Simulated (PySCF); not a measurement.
**First-order multiplets**

Mapped SMILES: `[CH3:1][B:2]([CH3:3])[BH:4][F:5]`; H(Xn) means a hydrogen on atom n.

- shielding tensors at PBE0/pcSseg-1 (GIAO)
- J: B3LYP/pcJ-1 (spin–dipole term only in couplings to heteroatoms)
- PBE0-D3(BJ)/def2-SVP geometry
- program: PySCF 2.14.0 with density-fitted response routines
- one computed conformer, one averaged value for each set of equivalent atoms, relativity neglected, no solvent model

References, each an isolated molecule treated in the same way: $^{19}$F (σref 177.25) vs CFCl3; TMS for $^{1}$H (σref 31.27).

Spectrometer: 600 MHz for $^{1}$H. First-order analysis; couplings under 1 Hz (under 4 Hz in carbon signals) are ignored, and nearly equal couplings are merged; the smaller ones broaden or split the lines further.

Task: What pattern does F5 show ($^{19}$F)?

Result: A doublet of septets at δ 26.7: 46.8 Hz to H(B4) (1 × $^{1}$H, 2 bonds away), 1.2 Hz to H(C1)/H(C3) (6 × $^{1}$H, 4 bonds away). Lines in Hz from the centre (relative intensity): +27.0 (1), +25.8 (6), +24.6 (15), +23.4 (20), +22.2 (15), +21.0 (6), +19.8 (1), -19.8 (1), -21.0 (6), -22.2 (15), -23.4 (20), -24.6 (15), -25.8 (6), -27.0 (1). The outer lines are 54.0 Hz apart, the sum of the couplings kept, or 0.096 ppm at this field.

Task: What pattern does H(C1)/H(C3) show ($^{1}$H)?

Result: A doublet at δ 1.11: 1.2 Hz to F5 (1 × $^{19}$F, 4 bonds away). Lines in Hz from the centre (relative intensity): +0.6 (1), -0.6 (1). The outer lines are 1.2 Hz apart, the sum of the couplings kept, or 0.002 ppm at this field.

Hydrogens on boron are broadened and split by $^{11}$B (spin 3/2, 80 %) and 10B (spin 3).
